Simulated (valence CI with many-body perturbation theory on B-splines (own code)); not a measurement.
## Tl XLIII: E2, M1 decay

Computed by relativistic CI+MBPT: three valence electrons over a frozen Dirac-Fock core [Kr], a basis of 9 s, 9 p, 10 d, 8 f, 5 g, 3 h, 1 i functions for each j, with the one-electron correlation potential Σ1 (screened to all orders), the two-electron term Σ2, the three-electron term Σ3, Breit, model QED; selected single and double excitations, second order for the rest (own B-spline code, finite nucleus).

No measured spectrum was set against this ion. As an estimate, large intervals hold to a few tenths of a per cent, small ones and those within an open d or f shell to about a per cent. Only levels of the ground parity were solved; by the run's estimate the other parity begins above the list, which can be wrong where configurations are misplaced.

Lines 1 to 50 of 51 in falling wavelength, among levels below 830370 cm⁻¹, chosen from the decays that carry over 1 % of a level's rate. Wavelengths and rates use the calculated energies. Electric multipoles are in the length gauge, E1 and E2 with the static RPA response of the core. Weak lines are less certain than strong ones. Lines between different terms over intervals too small for the method are left out, as are lines whose strength nearly cancels. The highest levels of a list are the least certain. Branching is blank where the lifetime is uncertain.

Levels are named by their leading jj configuration (3d3/2^4 stands for four electrons in 3d with j = 3/2), which in mixed levels can hold well under half, so a name can repeat and another be missing. Letters in brackets count levels of one name in rising energy.

```csv
λ vac (nm),Upper,Lower,Type,A (s⁻¹),Branch %
269.9,(4d3/2^2 4d5/2) J=7/2,(4d3/2^2 4d5/2) J=5/2 [a],M1,6.28e+02,86.1
261.1,(4d3/2^2 4d5/2) J=9/2,(4d3/2^2 4d5/2) J=5/2 [a],E2,2.07e-04,
121.6,(4d3/2^2 4d5/2) J=5/2 [b],(4d3/2^2 4d5/2) J=7/2,M1,5.79e+02,2.3
101.6,(4d3/2^2 4d5/2) J=5/2 [b],(4d3/2^2 4d5/2) J=3/2,M1,2.74e+03,11.1
85.32,(4d3/2 4d5/2^2) J=3/2 [b],(4d3/2 4d5/2^2) J=3/2 [a],M1,3.58e+03,1.4
83.83,(4d3/2^2 4d5/2) J=5/2 [b],(4d3/2^2 4d5/2) J=5/2 [a],M1,8.83e+02,3.6
63.85,(4d5/2^3) J=3/2,(4d3/2 4d5/2^2) J=3/2 [b],M1,1.22e+04,2.4
63.64,(4d3/2 4d5/2^2) J=3/2 [a],(4d3/2^2 4d5/2) J=5/2 [b],M1,8.96e+03,1.8
58.16,(4d3/2 4d5/2^2) J=5/2 [a],(4d3/2^2 4d5/2) J=5/2 [b],M1,4.92e+04,19.3
51.72,(4d5/2^3) J=5/2,(4d3/2 4d5/2^2) J=3/2 [b],M1,2.95e+04,4.7
49.25,(4d3/2 4d5/2^2) J=5/2 [b],(4d3/2^2 4d5/2) J=5/2 [b],M1,6.80e+04,43.8
48.52,(4d3/2 4d5/2^2) J=7/2 [b],(4d3/2^2 4d5/2) J=5/2 [b],M1,1.74e+04,13.9
48.36,(4d3/2 4d5/2^2) J=7/2 [a],(4d3/2^2 4d5/2) J=7/2,M1,7.72e+04,18.7
48.01,(4d5/2^3) J=9/2,(4d3/2 4d5/2^2) J=11/2,M1,1.69e+04,3.5
47.29,(4d3/2^2 4d5/2) J=5/2 [a],(4d3/2^3) J=3/2,M1,2.25e+05,100.0
44.83,(4d3/2 4d5/2^2) J=9/2,(4d3/2^2 4d5/2) J=9/2,M1,1.51e+05,63.0
44.58,(4d3/2 4d5/2^2) J=9/2,(4d3/2^2 4d5/2) J=7/2,M1,8.85e+04,36.9
43.88,(4d5/2^3) J=3/2,(4d3/2 4d5/2^2) J=5/2 [b],M1,1.67e+04,3.2
43.05,(4d3/2^2 4d5/2) J=3/2,(4d3/2^3) J=3/2,M1,1.79e+05,99.9
42.30,(4d3/2 4d5/2^2) J=3/2 [a],(4d3/2^2 4d5/2) J=1/2,M1,5.05e+04,10.4
41.21,(4d5/2^3) J=9/2,(4d3/2 4d5/2^2) J=9/2,M1,1.94e+05,39.6
41.01,(4d3/2 4d5/2^2) J=7/2 [a],(4d3/2^2 4d5/2) J=5/2 [a],M1,3.34e+05,81.1
40.48,(4d3/2 4d5/2^2) J=1/2,(4d3/2^2 4d5/2) J=1/2,M1,2.97e+05,93.7
40.24,(4d3/2^2 4d5/2) J=7/2,(4d3/2^3) J=3/2,E2,1.01e+02,13.9
39.77,(4d3/2^2 4d5/2) J=1/2,(4d3/2^3) J=3/2,M1,6.72e+04,99.3
39.34,(4d3/2 4d5/2^2) J=5/2 [a],(4d3/2^2 4d5/2) J=7/2,M1,1.04e+04,4.1
39.12,(4d3/2 4d5/2^2) J=3/2 [a],(4d3/2^2 4d5/2) J=3/2,M1,2.93e+05,60.4
38.85,(4d3/2 4d5/2^2) J=11/2,(4d3/2^2 4d5/2) J=9/2,M1,9.68e+04,99.7
38.61,(4d5/2^3) J=3/2,(4d3/2 4d5/2^2) J=5/2 [a],M1,1.67e+05,32.5
38.43,(4d5/2^3) J=9/2,(4d3/2 4d5/2^2) J=7/2 [a],M1,2.74e+05,56.1
38.23,(4d5/2^3) J=5/2,(4d3/2 4d5/2^2) J=7/2 [b],M1,6.04e+04,9.6
38.00,(4d5/2^3) J=3/2,(4d3/2 4d5/2^2) J=1/2,M1,1.23e+05,24.0
37.79,(4d5/2^3) J=5/2,(4d3/2 4d5/2^2) J=5/2 [b],M1,9.55e+04,15.1
37.56,(4d3/2 4d5/2^2) J=1/2,(4d3/2^2 4d5/2) J=3/2,M1,1.81e+04,5.7
36.98,(4d3/2 4d5/2^2) J=5/2 [a],(4d3/2^2 4d5/2) J=3/2,M1,1.68e+05,65.6
36.52,(4d5/2^3) J=3/2,(4d3/2 4d5/2^2) J=3/2 [a],M1,1.92e+05,37.4
36.45,(4d3/2 4d5/2^2) J=3/2 [b],(4d3/2^2 4d5/2) J=5/2 [b],M1,1.60e+05,63.3
36.17,(4d3/2 4d5/2^2) J=3/2 [a],(4d3/2^2 4d5/2) J=5/2 [a],M1,1.31e+05,26.9
35.05,(4d3/2 4d5/2^2) J=5/2 [b],(4d3/2^2 4d5/2) J=7/2,M1,7.79e+04,50.2
34.83,(4d3/2 4d5/2^2) J=7/2 [b],(4d3/2^2 4d5/2) J=9/2,M1,4.40e+04,35.2
34.68,(4d3/2 4d5/2^2) J=7/2 [b],(4d3/2^2 4d5/2) J=7/2,M1,5.23e+04,41.9
34.34,(4d3/2 4d5/2^2) J=5/2 [a],(4d3/2^2 4d5/2) J=5/2 [a],M1,2.66e+04,10.4
33.81,(4d5/2^3) J=5/2,(4d3/2 4d5/2^2) J=5/2 [a],M1,1.62e+05,25.6
32.20,(4d5/2^3) J=5/2,(4d3/2 4d5/2^2) J=3/2 [a],M1,1.81e+05,28.7
31.02,(4d3/2 4d5/2^2) J=5/2 [b],(4d3/2^2 4d5/2) J=5/2 [a],M1,7.65e+03,4.9
30.73,(4d3/2 4d5/2^2) J=7/2 [b],(4d3/2^2 4d5/2) J=5/2 [a],M1,8.99e+03,7.2
30.23,(4d3/2^2 4d5/2) J=5/2 [b],(4d3/2^3) J=3/2,M1,2.03e+04,82.1
29.14,(4d5/2^3) J=5/2,(4d3/2 4d5/2^2) J=7/2 [a],M1,9.75e+04,15.4
28.28,(4d3/2 4d5/2^2) J=3/2 [b],(4d3/2^2 4d5/2) J=1/2,M1,3.96e+03,1.6
26.82,(4d3/2 4d5/2^2) J=3/2 [b],(4d3/2^2 4d5/2) J=3/2,M1,2.91e+04,11.5
```
